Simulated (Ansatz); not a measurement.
Cost and result for the atomization energy of CH₈ClNSi₂ (`N[SiH2]C[SiH2]Cl`) (13 atoms, 12 bonds).

Z-matrix (Å, degrees):
```
Si
C 1 1.873
N 1 1.721 2 109.5
H 1 1.484 2 111.5 3 117.1
H 1 1.495 2 106.8 3 -124.8
Si 2 1.855 1 115.7 3 172.3
H 2 1.098 1 108.2 3 52.9
H 2 1.094 1 109.0 3 -63.3
H 3 1.007 1 120.7 2 -62.3
H 3 1.007 1 119.0 2 154.9
Cl 6 2.063 2 110.0 1 53.8
H 6 1.484 2 112.0 1 172.5
H 6 1.483 2 111.1 1 -64.8
```

Charge 0, multiplicity 1. The geometry is a stationary point of PBE0-D4/def2-TZVP. It is one conformer, not always the lowest. Program: Ansatz. All runs use 4 threads of an Arm Neoverse V1 on a shared host. Times are those of one run each, without the atoms' runs, and a repeat can differ threefold. Electronic energies, without spin–orbit coupling; frozen cores. CCSD(T)/CBS adds CCSD(T) − MP2 in def2-TZVPP to the MP2 limit, and its time is that of the two runs behind it. T1 = 0.010. B3LYP takes the VWN-RPA correlation (the form of Gaussian; ORCA's B3LYP/G).

CCSD(T)/CBS is a level of theory with its own doubt, some kJ/mol a heavy atom from the limit and from the frozen cores, so smaller differences don't rank the functionals.

```csv
level,functions,wall time,atomization (kcal/mol),difference from CCSD(T)/CBS,per bond
PBE-D4/def2-TZVPP (with forces),300,3.9 s,1054.3,0.5,0.0
PBE0-D4/def2-TZVPP,300,6 s,1046.3,-7.5,-0.6
r2SCAN-D4/def2-TZVPP (with forces),300,7.5 s,1050.6,-3.2,-0.3
B2PLYP/def2-TZVPP,300,8.5 s,1037.4,-16.4,-1.4
B3LYP-D4/def2-TZVPP (with forces),300,9 s,1050.7,-3.1,-0.3
ωB97X-V/def2-TZVPP,300,13 s,1059.1,5.3,0.4
ωB97M-V/def2-TZVPP (with forces),300,20 s,1056.9,3.1,0.3
MP2/def2-QZVPP,564,45 s,1048.7,-5.1,-0.4
CCSD(T)/def2-TZVPP,300,5.6 min,1023.6,-30.2,-2.5
CCSD(T)/CBS(def2),–,6.4 min,1053.8,0.0,0.0
```

The D4 term adds +12.4 kcal/mol with B3LYP and +6.6 kcal/mol with PBE0; it sums over pairs of atoms, weighted by their polarisabilities, and B3LYP, whose exchange is more repulsive, gets the larger term. From PBE to PBE0 (25 % exact exchange), in def2-TZVPP and without D4, the atomization energy moves by −6.9 kcal/mol: exact exchange takes away binding that semilocal exchange gives to molecules. In def2-TZVPP, CCSD(T) changes the Hartree–Fock value by +243.1 kcal/mol (the triples alone add +12.3 kcal/mol) and MP2 by +250.1 kcal/mol; breaking electron pairs costs correlation energy, which Hartree–Fock lacks.
